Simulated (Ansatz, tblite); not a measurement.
Cost and result up the ladder for the cluster Bi₃⁺ (the lowest singlet isomer of a short search) (3 atoms). The state is a singlet with charge 1. Geometry: B3LYP-D4/def2-SVP.

```xyz
3

Bi    0.926   -1.402   -0.130
Bi   -0.863    0.566   -1.332
Bi   -0.063    0.836    1.462
```

Ansatz on 2 threads of Intel Xeon 6975P-C on a shared host; xTB runs through tblite on one thread. Times are rough, summed over both states, and most runs start from the orbitals of an earlier one. RPA@PBE/def2-TZVP serves as the yardstick here, not as an exact answer. The other state is a triplet at its own geometry.

In the def2 sets Bi takes a core potential; there is no spin–orbit coupling. The xTB rows come from tblite. B3LYP takes the VWN-RPA correlation. HSE06 is defined as in plane-wave codes, on full-range PBE exchange. Correlated methods freeze 12 core orbitals; core or outer-core shells of Bi are correlated, in sets that lack core-valence functions. At PBE0-D4/def2-TZVP a singlet of charge 1 lies 1.12 eV below the triplet, each at its own geometry. The structure comes from a short search, and lower isomers may exist.

Run but left out: HF/def2-TZVP (singlet: restricted singlet, unstable towards broken spin symmetry); r2SCAN-D4/def2-TZVP, r2SCANh-D4/def2-TZVP, BHLYP-D4/def2-TZVP, CAM-B3LYP-D4/def2-TZVP, LC-ωPBE/def2-TZVP, B2PLYP/def2-TZVP, PBE-QIDH/def2-TZVP, MP2/def2-TZVP (triplet: ⟨S²⟩ 2.32 to 2.94, where a pure state has 2.00).

Correlated methods converge slowly with the basis.

xTB has no spin-polarisation term.

| level | functions | triplet − singlet (eV) | difference from RPA@PBE/def2-TZVP (eV) | remarks |
| --- | --- | --- | --- | --- |
| PBE-D4/def2-TZVP (with forces) | 150 | 1.21 | 0.01 | – |
| B97M-V/def2-TZVP | 150 | 1.24 | 0.04 | – |
| B3LYP-D4/def2-TZVP | 150 | 1.17 | -0.03 | spin-contaminated (⟨S²⟩ 2.16) (triplet) |
| RPA@PBE/def2-TZVP | 150 | 1.20 | 0.00 | – |
| LDA (SPW92)/def2-TZVP | 150 | 1.42 | 0.22 | – |
| PBE0-D4/def2-TZVP (with forces) | 150 | 1.12 | -0.08 | spin-contaminated (⟨S²⟩ 2.28) (triplet) |
| revPBE-D4/def2-TZVP | 150 | 1.14 | -0.06 | – |
| GFN1-xTB | 12 | 1.52 | 0.32 | – |
| GFN2-xTB | 12 | 0.98 | -0.22 | – |
| HSE06-D4/def2-TZVP | 150 | 1.12 | -0.08 | spin-contaminated (⟨S²⟩ 2.27) (triplet) |

Task: Estimate how long each takes.

Result: GFN1-xTB 0.003 s; GFN2-xTB 0.003 s; LDA (SPW92)/def2-TZVP 2 s; revPBE-D4/def2-TZVP 3.5 s; PBE-D4/def2-TZVP (with forces) 3.8 s; B3LYP-D4/def2-TZVP 5.6 s; HSE06-D4/def2-TZVP 5.6 s; PBE0-D4/def2-TZVP (with forces) 6.2 s; RPA@PBE/def2-TZVP 9.8 s; B97M-V/def2-TZVP 13 s. On shared hardware such times vary by a factor of up to 3.
